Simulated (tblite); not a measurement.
Species: C₆H₈P₂S.
Bonds: C1–S2, S2–C3, C3–C4 (aromatic), C4–P5 (aromatic), P5–C6 (aromatic), C6–C7 (aromatic), C7–C8, C7–P9 (aromatic), C3–P9 (aromatic). Hydrogens: H10, H11, H12 on C1; H13 on C4; H14 on C6; H15, H16, H17 on C8.

Computed with GFN2-xTB (tblite), gas phase: L-BFGS steps from a force-field or distance-geometry start until the largest atomic force falls under 0.01 eV/Å.

Step 26: E = -684.4242 eV
```
atom  x, y, z in Å  |  force x, y, z in eV/Å
C1     -3.2654    0.8105    0.1559    0.028   0.001  -0.004
S2     -2.7470   -0.8870   -0.2052   -0.094   0.008  -0.007
C3     -0.9775   -0.8370   -0.1628    0.014  -0.022   0.000
C4     -0.4188   -2.0789   -0.3899    0.025  -0.014  -0.011
P5      1.2435   -2.5318   -0.4721    0.033  -0.045  -0.001
C6      2.0548   -1.0202   -0.1998   -0.004  -0.041  -0.014
C7      1.5360    0.2303    0.0255    0.027  -0.024   0.031
C8      2.5167    1.3510    0.2535   -0.005   0.028   0.007
P9     -0.1560    0.6868    0.1262    0.062  -0.042  -0.020
H10    -2.6982    1.4937   -0.4698   -0.015   0.058   0.006
H11    -4.3233    0.8676   -0.0841    0.025  -0.020   0.009
H12    -3.1082    1.0198    1.2101    0.045   0.053  -0.003
H13    -1.1217   -2.8924   -0.5459    0.008   0.003   0.001
H14     3.1390   -1.1021   -0.2181   -0.018   0.023   0.001
H15     2.1049    2.3122   -0.0437   -0.080   0.039   0.003
H16     3.4377    1.1795   -0.3005   -0.012  -0.006  -0.034
H17     2.7768    1.4099    1.3108   -0.037   0.000   0.036
```

Step 27: E = -684.4256 eV
```
atom  x, y, z in Å  |  force x, y, z in eV/Å
C1     -3.2575    0.8121    0.1555    0.012   0.000  -0.003
S2     -2.7508   -0.8868   -0.2067   -0.070  -0.025  -0.017
C3     -0.9819   -0.8405   -0.1646    0.061  -0.025   0.006
C4     -0.4198   -2.0814   -0.3900    0.021  -0.019  -0.014
P5      1.2439   -2.5321   -0.4710    0.012  -0.024   0.004
C6      2.0530   -1.0193   -0.1985    0.002  -0.051  -0.022
C7      1.5336    0.2310    0.0267   -0.009  -0.051   0.024
C8      2.5112    1.3530    0.2545   -0.001   0.019   0.005
P9     -0.1591    0.6839    0.1255    0.041  -0.044  -0.019
H10    -2.6920    1.4923   -0.4741   -0.002   0.069   0.002
H11    -4.3157    0.8728   -0.0791   -0.008  -0.010   0.007
H12    -3.0943    1.0201    1.2086    0.049   0.065   0.009
H13    -1.1191   -2.8979   -0.5467    0.001   0.014   0.003
H14     3.1370   -1.1018   -0.2190   -0.010   0.031   0.007
H15     2.1004    2.3144   -0.0404   -0.102   0.056  -0.007
H16     3.4299    1.1816   -0.3003    0.038  -0.007  -0.065
H17     2.7743    1.4106    1.3098   -0.034   0.001   0.081
```

Step 28: E = -684.4273 eV
```
atom  x, y, z in Å  |  force x, y, z in eV/Å
C1     -3.2473    0.8145    0.1550   -0.007   0.005  -0.001
S2     -2.7568   -0.8869   -0.2089   -0.005  -0.049  -0.025
C3     -0.9867   -0.8456   -0.1669    0.089  -0.027   0.010
C4     -0.4205   -2.0850   -0.3904    0.013  -0.025  -0.015
P5      1.2448   -2.5334   -0.4695   -0.012  -0.004   0.006
C6      2.0508   -1.0192   -0.1972    0.013  -0.048  -0.025
C7      1.5307    0.2308    0.0287   -0.037  -0.068   0.011
C8      2.5042    1.3560    0.2558    0.004   0.003   0.002
P9     -0.1623    0.6792    0.1242    0.002  -0.038  -0.014
H10    -2.6844    1.4920   -0.4794    0.007   0.068  -0.002
H11    -4.3060    0.8794   -0.0725   -0.042   0.005   0.010
H12    -3.0756    1.0219    1.2067    0.050   0.071   0.015
H13    -1.1156   -2.9051   -0.5477   -0.010   0.020   0.004
H14     3.1344   -1.1010   -0.2202    0.009   0.035   0.014
H15     2.0926    2.3180   -0.0363   -0.110   0.043  -0.010
H16     3.4204    1.1845   -0.3011    0.071   0.004  -0.081
H17     2.7705    1.4117    1.3098   -0.031   0.005   0.102
```

Step 29: E = -684.4292 eV
```
atom  x, y, z in Å  |  force x, y, z in eV/Å
C1     -3.2364    0.8180    0.1545   -0.024   0.010   0.000
S2     -2.7632   -0.8871   -0.2116    0.078  -0.049  -0.027
C3     -0.9908   -0.8519   -0.1694    0.086  -0.026   0.011
C4     -0.4209   -2.0897   -0.3911    0.005  -0.030  -0.013
P5      1.2460   -2.5354   -0.4679   -0.026   0.003   0.005
C6      2.0492   -1.0202   -0.1961    0.020  -0.028  -0.022
C7      1.5276    0.2292    0.0313   -0.043  -0.059  -0.004
C8      2.4964    1.3595    0.2575    0.008  -0.016   0.000
P9     -0.1654    0.6732    0.1223   -0.038  -0.024  -0.004
H10    -2.6771    1.4940   -0.4852    0.009   0.050   0.000
H11    -4.2961    0.8861   -0.0650   -0.066   0.023   0.017
H12    -3.0547    1.0259    1.2048    0.046   0.067   0.005
H13    -1.1115   -2.9131   -0.5490   -0.027   0.019   0.003
H14     3.1322   -1.1003   -0.2215    0.029   0.035   0.019
H15     2.0814    2.3224   -0.0318   -0.098  -0.006  -0.004
H16     3.4108    1.1882   -0.3033    0.069   0.026  -0.070
H17     2.7655    1.4134    1.3114   -0.030   0.007   0.083
```

Problem. Estimate the geometry and energy of step 30. (The exact step hangs on the optimiser's Hessian estimate; all steps are aligned on step 29, rigid shifts and turns removed.)

Solution. E = -684.4310 eV, largest force 0.139 eV/Å
```
atom  x, y, z in Å  |  force x, y, z in eV/Å
C1     -3.2277    0.8220    0.1543   -0.031   0.011  -0.003
S2     -2.7671   -0.8870   -0.2138    0.135  -0.023  -0.022
C3     -0.9926   -0.8581   -0.1714    0.059  -0.019   0.010
C4     -0.4207   -2.0945   -0.3921    0.001  -0.034  -0.008
P5      1.2471   -2.5379   -0.4666   -0.019  -0.004   0.000
C6      2.0489   -1.0224   -0.1955    0.021   0.000  -0.014
C7      1.5251    0.2261    0.0337   -0.024  -0.028  -0.016
C8      2.4898    1.3623    0.2591    0.009  -0.033  -0.001
P9     -0.1678    0.6671    0.1202   -0.053  -0.004   0.008
H10    -2.6726    1.4987   -0.4897    0.002   0.016   0.005
H11    -4.2888    0.8911   -0.0584   -0.067   0.036   0.028
H12    -3.0372    1.0319    1.2033    0.037   0.051  -0.015
H13    -1.1076   -2.9202   -0.5502   -0.045   0.012   0.001
H14     3.1318   -1.1002   -0.2227    0.040   0.031   0.024
H15     2.0689    2.3255   -0.0279   -0.069  -0.070   0.008
H16     3.4033    1.1923   -0.3062    0.036   0.053  -0.034
H17     2.7603    1.4154    1.3142   -0.030   0.005   0.030
```

The energy changes by -0.0018 eV. The first-order estimate −F·Δx gives -0.0025 eV and the mean of the old and new forces, exact on a quadratic surface, -0.0018 eV. The step makes an angle of 75° with the force vector and moves no atom by more than 0.019 Å.

What follows is the cost of the whole relaxation. The run took 0.65 s of wall time on an Arm Neoverse V1 with one thread, on a shared host.
